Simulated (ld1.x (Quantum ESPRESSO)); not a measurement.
Ranking TM potentials for Sn

All share these settings but for the change named:

```
Element                 : tin (Sn)
Generator               : ld1.x (Quantum ESPRESSO) 7.5
Type                    : norm-conserving Troullier–Martins (Kleinman–Bylander form)
Functional              : PBE
Relativity              : fully relativistic
Frozen core             : [Kr] 4d10
Valence charge          : 4
Reference configuration : 5s1 5p3
Partial waves           : 5s (bound): rc 1.80 bohr; 5p (bound): rc 2.75 bohr
Local potential         : all-electron potential smoothed inside 2.35 bohr (lloc = -1)
Core correction         : none
```

Open shells are filled in proportion to 2j + 1 (rel_dist='average').

Cutoff: the first of the cutoffs (Ry, on a coarse ladder) from which the occupation-weighted sum of valence levels, in a spherical-Bessel basis at the reference potential, stays within 10 and 1 mRy of its value at 400 Ry; the density cutoff is not measured.

The base gives 12 Ry.

Of 9 variants that were run, those that failed, showed a ghost or another fault, or gave nearly equal values are left out.

Question: Rank these variants from softest to hardest (loose cutoff).
A. wave 5s (bound): rc 1.80 bohr becomes 5s (bound): rc 2.50 bohr
B. reference 5s2 5p2
C. core [Kr], valence charge 14; reference 4d10 5s1.5 5p2.5; waves now 5p (bound): rc 2.15 bohr; 4d (bound): rc 1.05 bohr; 5s (bound): rc 2.15 bohr; local potential the s channel
D. wave 5p (bound): rc 2.75 bohr becomes 5p (bound): rc 2.64 bohr

Answer: A (10 Ry), D (15 Ry), B (21 Ry), C (100 Ry).
